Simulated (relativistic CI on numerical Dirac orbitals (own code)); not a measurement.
Calculated at this level of theory: Dirac-Coulomb-Breit CI, orbitals from a KLI potential per configuration, model QED, unscaled Slater integrals (own radial code, finite nucleus).

CI space (outside the closed core [Ne]): 3s², 3s3p, 3p², 3s3d, 3d², 3p3d, 3p4s, 3d4s, 3s4s, 3s4p, 3s4d, 3s4f, 3s5s, 3s5p, 3s5d, 4s², 3s5f, 3s5g, 3s6s, 3s6p, 3s6d. Levels of other configurations are missing.

At this charge energies of transitions that change n are usually good to better than 1 %, and those within a shell (Δn = 0) to a few per cent.

Outline of the computed level scheme of Zn XIX. Lowest level of each configuration: 3s² ¹S0 at 0.000 eV; 3s3p ³P°0 at 36.448 eV; 3p² ³P0 at 87.328 eV; 3s3d ³D1 at 107.883 eV; 3p3d ³F°2 at 146.829 eV; 3d² ³F2 at 217.707 eV; 3s4s ³S1 at 329.589 eV; 3s4p ³P°0 at 348.199 eV; 3s4d ³D1 at 373.187 eV.

Some strong electric-dipole decays among the lowest 45 levels: 3s4d ³D3 → 3s3p ³P°2 (1.0e+12 s⁻¹); 3s4d ¹D2 → 3s3p ¹P°1 (9.0e+11 s⁻¹); 3s4d ³D2 → 3s3p ³P°1 (7.4e+11 s⁻¹); 3s4s ¹S0 → 3s3p ¹P°1 (6.1e+11 s⁻¹); 3s4p ¹P°1 → 3s² ¹S0 (5.8e+11 s⁻¹); 3s4d ³D1 → 3s3p ³P°0 (5.5e+11 s⁻¹); 3s4d ³D1 → 3s3p ³P°1 (4.1e+11 s⁻¹); 3s4s ³S1 → 3s3p ³P°2 (4.0e+11 s⁻¹).

LS names give the leading component of a level, which can be under half, so a name can repeat, a term be missing and a line seem to break the LS rules.
